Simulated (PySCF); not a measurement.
Al(Cl)(OMe)(SeH) (CH₄AlClOSe), SMILES C[O][Al]([Cl])[SeH].

Coordinates come from a ωB97X-D3(BJ)/def2-SVP optimisation. One conformer was computed; it need not be the lowest.

Calculation: HF/def2-TZVP (PySCF).

Isolated molecule, no solvent.

```
Item                                                                                                            Value
---------------------------------------------------------------------------------------------  ----------------------
total energy                                                                                      -3216.56446 hartree
point group                                                                                                        Cs
highest occupied level                                                                                      -10.05 eV
lowest empty level                                                                                            2.32 eV
orbital gap                                                                                                  12.37 eV
dipole moment                                                                                               0.192 e·Å
quadrupole, principal values (traceless, Buckingham form, about the centre of nuclear charge)   -9.42, 1.81, 7.61 D·Å
mean static polarisability                                                                      70.9 bohr³ (10.51 Å³)
polarisability, principal values                                                               57.5, 71.3, 84.0 bohr³
```
